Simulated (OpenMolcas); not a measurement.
**CHClFGeN (SMILES N#[C][GeH]([F])[Cl]): methods side by side**

CHClFGeN has 6 atoms, charge 0, and is taken as a singlet. SMILES: `N#[C][GeH]([F])[Cl]`. Geometry: relaxed at PBE0-D4/def2-TZVP.

```xyz
6

N    -1.0369   -2.3070    0.0307
C    -0.5440   -1.2673    0.0401
Ge    0.2371    0.4779    0.1077
F     1.8960    0.2538   -0.2766
Cl   -0.6276    1.6481   -1.4239
H     0.1173    1.1304    1.4758
```

Each level gives the HOMO–LUMO gap (eV). The values are calculated.

```
         level             kind     program  value (eV)
  BLYP/cc-pVDZ              GGA  OpenMolcas        6.15
   PBE/cc-pVDZ              GGA  OpenMolcas        6.16
revPBE/cc-pVDZ              GGA  OpenMolcas        6.22
 M06-L/cc-pVDZ         meta-GGA  OpenMolcas        6.85
 B3LYP/cc-pVDZ    global hybrid  OpenMolcas        8.08
M06-2X/cc-pVDZ  hybrid meta-GGA  OpenMolcas       10.91
  PBE0/cc-pVDZ    global hybrid  OpenMolcas        8.59
B2PLYP/cc-pVDZ    double hybrid  OpenMolcas       11.22
```

All-electron rows without a relativistic Hamiltonian named are non-relativistic. The values span 6.15 to 11.22 eV. Orbital gaps aren't excitation energies, and those of double hybrids come from the SCF part alone; they tend to grow with the share of exact exchange.
